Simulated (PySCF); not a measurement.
## Worked example: entropy of an ideal gas

BCl2I, SMILES IB(Cl)Cl.

Geometry optimised at B3LYP-D3(BJ)/def2-SVP. The def2 effective core potentials stand for the cores of I; spin–orbit coupling is left out.

B3LYP-D3(BJ)/def2-SVP (PySCF 2.14.0) gives the harmonic wavenumbers 184, 202, 376, 402, 835, 964 cm⁻¹ and the rotational temperatures 0.1495, 0.0570, 0.0413 K. The molar mass is 208.61 g/mol, the symmetry number 2, the spin multiplicity 1.

Problem. Work out the entropy at 298.15 K and 1 atm in the rigid-rotor, harmonic-oscillator model.

Solution. 
Translation (Sackur–Tetrode at 1 atm): S = R[1.5 ln M + 2.5 ln T − 1.16487] = 175.4 J/(mol K).
Rotation: q = (√π/σ) T^1.5/√(θA θB θC) = 243000, S = R[ln q + 3/2] = 115.6 J/(mol K).
Vibration: with u = 1.4388 ν/T, each mode gives R[u/(e^u − 1) − ln(1 − e^−u)]:
```tsv
ν (cm⁻¹)	modes	u	S (J/(mol K))
184	1	0.89	9.57
202	1	0.97	8.85
376	1	1.81	4.42
402	1	1.94	4.00
835	1	4.03	0.76
964	1	4.65	0.45
```
These are all the modes. Sum 28.0 J/(mol K).
Spin: R ln 1 = 0.0 J/(mol K).
Total 319.0 J/(mol K); the program's own thermochemistry gives 319.0. Translation makes up 55 % and vibration 9 %. Anharmonicity, hindered rotation and orbital degeneracy are left out.
